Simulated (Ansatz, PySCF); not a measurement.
Molecule: sum formula H3SiO3 (charge 0, doublet). It need not be the lowest isomer of its formula. SMILES: O[Si](O)O
Structure (B3LYP-D3(BJ)/def2-TZVP (Ansatz, a first-principles code) minimum search):
```xyz
7

Si     0.2956     0.1430    -0.1661
O     -0.1234    -1.2927    -0.8566
O     -0.9908     1.1652    -0.2838
O      0.5966    -0.1230     1.4314
H     -0.3795    -1.2841    -1.7836
H     -0.9111     2.0318     0.1254
H      1.2937    -0.7462     1.6564
```
Charge 0, spin multiplicity 2.

Property: atomisation energy (electronic, to ground-state atoms); the coupled-cluster value holds the core correlation from cc-pwCVTZ, in eV. Cores are frozen in the correlated levels unless marked. UHF or UKS for open shells. No spin-orbit coupling. Non-relativistic. Basis-set limits of correlation are two-point, X^-3; Hartree-Fock from the larger set. The bracket is a focal-point correction in the basis named.

Level to compare with: RI-MP2/CBS(aug-cc-pV(T+d)Z,aug-cc-pV(Q+d)Z)+[CCSD(T)-MP2]/aug-cc-pV(T+d)Z plus the core term (Ansatz), 28.47 eV. It is a level with limits of its own, and the differences hold the functionals' basis error too.

**Question.** Rank these functionals by how close they come to RI-MP2/CBS(aug-cc-pV(T+d)Z,aug-cc-pV(Q+d)Z)+[CCSD(T)-MP2]/aug-cc-pV(T+d)Z, closest first: BLYP/def2-TZVPD (Ansatz); PBE/def2-TZVPD (Ansatz); TPSSh/def2-TZVPD (PySCF).

**Answer.** PBE/def2-TZVPD (GGA, 28.55 eV, difference 0.08), BLYP/def2-TZVPD (GGA, 27.94 eV, difference -0.53), TPSSh/def2-TZVPD (hybrid meta-GGA, 27.47 eV, difference -1.00)
